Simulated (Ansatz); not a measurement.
Al₅As₅⁻, relaxed as a doublet with UKS r2SCAN-D4/def2-SVP in Ansatz, starting from the GFN2-xTB geometry. Force threshold 0.03 eV/Å.

The relaxation made no stability test and no search for a lower SCF solution. The structure comes from a short search, and lower isomers may exist.

Start:

```
atom   x (Å)   y (Å)   z (Å)
 Al1   1.142  -0.176   2.095
 Al2   1.427   0.761  -0.500
 Al3  -1.017  -1.644   1.458
 Al4  -0.640   1.824  -1.903
 Al5  -0.916  -0.772  -1.161
 As6  -0.900  -0.146   3.279
 As7   1.295   3.005  -1.370
 As8  -2.530   0.548  -2.375
 As9   3.080  -0.351   0.851
As10  -0.942  -3.049  -0.374
```

| step | energy (eV) | largest force component (eV/Å) | SCF passes |
| --- | --- | --- | --- |
| 1 | -337148.9037 | 0.701 | 30 |
| 2 | -337149.1094 | 0.173 | 31 |
| 3 | -337149.1669 | 0.128 | 29 |
| 4 | -337149.2095 | 0.121 | 30 |
| 5 | -337149.2286 | 0.144 | 30 |
| 6 (rejected) | -337149.2216 | 0.172 | 29 |
| 7 | -337149.2364 | 0.058 | 25 |
| 8 | -337149.2423 | 0.025 | 25 |
| 9 | -337149.2448 | 0.081 | 29 |
| 10 | -337149.2460 | 0.013 | 25 |

Force components are those of the run's own axes.

End:

```xyz
10

Al    1.280   -0.203    2.132
Al    1.826    1.318   -0.264
Al   -1.045   -1.750    1.443
Al   -0.429    1.494   -1.894
Al   -1.619   -0.951   -1.274
As   -0.545   -0.724    3.454
As    1.300    3.038   -1.713
As   -2.406    0.628   -2.763
As    3.315    0.232    1.183
As   -1.679   -3.083   -0.304
```

By distances, no bond broke or formed. The bond that changes most is Al5–As8, from 2.41 to 2.31 Å (atoms count from 1).

The force fell under the threshold at step 8, but the optimiser went on and released 0.004 eV more. No frequencies were taken in this run, so the end may be a saddle point.

Run time 2.1 min (4 threads of Intel Xeon Platinum 8488C on a shared host), peak host memory 0.72 GiB.
